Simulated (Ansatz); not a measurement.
BiH2(OEt) (C₂H₇BiO). Charge 0, multiplicity 1. Geometry PBE0-D4/def2-SVP; atoms count from 1.

```xyz
11

Bi   -0.215   -2.423   -1.018
H    -0.564   -3.449    0.419
H    -1.965   -1.962   -1.116
O     0.328   -0.788    0.204
C     0.057    0.493   -0.287
C     0.614    1.510    0.686
H     0.508    0.666   -1.290
H    -1.036    0.660   -0.411
H     0.419    2.538    0.340
H     0.153    1.379    1.677
H     1.701    1.376    0.797
```

In the def2 sets Bi takes a core potential; there is no spin–orbit coupling.

Estimate the Mulliken populations from the PBE0/def2-TZVP orbitals of Ansatz.


```json
{"atom": "Bi1", "charge (e)": "0.49"}
{"atom": "H2", "charge (e)": "-0.05"}
{"atom": "H3", "charge (e)": "-0.07"}
{"atom": "O4", "charge (e)": "-0.51"}
{"atom": "C5", "charge (e)": "-0.03"}
{"atom": "C6", "charge (e)": "-0.33"}
{"atom": "H7", "charge (e)": "0.07"}
{"atom": "H8", "charge (e)": "0.08"}
{"atom": "H9", "charge (e)": "0.11"}
{"atom": "H10", "charge (e)": "0.12"}
{"atom": "H11", "charge (e)": "0.11"}
```
Mulliken values and Mayer orders depend strongly on the basis.

And the Mayer bond orders between bonded heavy atoms (over 0.3)?

Bi1–O4 0.84 (2.11 Å); O4–C5 1.04 (1.40 Å); C5–C6 1.02 (1.51 Å).
